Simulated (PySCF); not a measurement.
Point-charge models of `CC[Si@@H](O)O[SiH3]` against its computed dipole.

Coordinates (GFN2-xTB, Å) and charges (e) from the PBE0/pcSseg-1 density (PySCF):

```csv
atom,x,y,z,Mulliken,IAO,Hirshfeld,ESP-fitted
C1,-2.597,0.154,0.089,-0.2979,-0.4103,-0.1169,-0.2838
C2,-1.152,0.265,-0.386,-0.5930,-0.5737,-0.1620,-0.0282
Si3,0.086,-0.380,0.891,+1.1102,+1.3371,+0.4684,+0.8052
O4,-0.224,-1.963,1.063,-0.5494,-0.7956,-0.3084,-0.7504
O5,1.618,-0.213,0.367,-0.7335,-0.8910,-0.3090,-0.5149
Si6,2.907,0.600,-0.171,+0.7332,+0.8920,+0.3925,+0.5744
H7,-3.290,0.504,-0.674,+0.1175,+0.1400,+0.0400,+0.0753
H8,-2.749,0.747,0.988,+0.1116,+0.1354,+0.0377,+0.0599
H9,-2.834,-0.880,0.324,+0.1256,+0.1450,+0.0398,+0.0903
H10,-0.931,1.307,-0.623,+0.1349,+0.1434,+0.0367,+0.0091
H11,-1.044,-0.294,-1.318,+0.1425,+0.1502,+0.0422,+0.0346
H12,0.025,0.308,2.180,-0.1693,-0.1926,-0.0964,-0.1724
H13,0.416,-2.552,1.454,+0.2460,+0.3684,+0.1805,+0.4593
H14,3.591,-0.336,-1.060,-0.1258,-0.1442,-0.0809,-0.1141
H15,2.464,1.805,-0.873,-0.1285,-0.1536,-0.0813,-0.1297
H16,3.708,0.937,1.005,-0.1242,-0.1506,-0.0827,-0.1144
```

Task: Form Σ q r in debye for every column and set it beside the full dipole.

Result: The full density gives (0.81, 0.22, 0.06) D, 0.84 D in size; dipole vectors point from the negative to the positive end.

```
    scheme    μx    μy    μz  size (D)  share of the full size (%)  angle to the full dipole (°)
  Mulliken  0.80  1.11  0.59      1.49                         176                            43
       IAO  1.59  1.83  0.49      2.48                         294                            35
 Hirshfeld  0.43  0.14  0.15      0.48                          57                            15
ESP-fitted  0.79  0.23  0.08      0.82                          98                             2
```

Task: Which set comes closest?

Result: Length of the difference vector: ESP-fitted 0.03 D, Hirshfeld 0.40 D, Mulliken 1.04 D, IAO 1.84 D. Closest: ESP-fitted. ESP charges are fitted to the potential around the molecule, whose slowest-falling term is the dipole's. 

Task: What is left for the Hirshfeld atoms' own dipoles?

Result: The shares of the density sum to the whole, so what Σ q r misses lies in dipoles about the nuclei. The atomic dipoles sum to (0.81, 0.22, 0.06) − (0.43, 0.14, 0.15) = (0.38, 0.08, -0.09) D, 0.40 D in size.

Task: With the origin at the mean of the coordinates, (0.000, 0.001, 0.204) Å, which are the largest single terms, by size, of the Hirshfeld dipole along the direction of the full one?

Result: Si6 +5.52, O5 -2.25, H16 -1.54, C1 +1.39, H14 -1.28 D; all 16 atoms together +0.46 D. The single terms depend on the origin, their sum doesn't.

Task: Give the size of the full dipole in other units.

Result: 0.84 D = 0.331 au = 0.175 e·Å = 2.81 × 10⁻³⁰ C·m.

One conformer (not necessarily the lowest) at the GFN2-xTB geometry, without solvent, vibrations or thermal averaging.

The values belong to the conformer `[CH3:1][CH2:2][Si@@H:3]([OH:4])[O:5][SiH3:6]`: C1–C2–Si3–O4 64°, C2–Si3–O5–Si6 58°, H–O4–Si3–C2 162°.
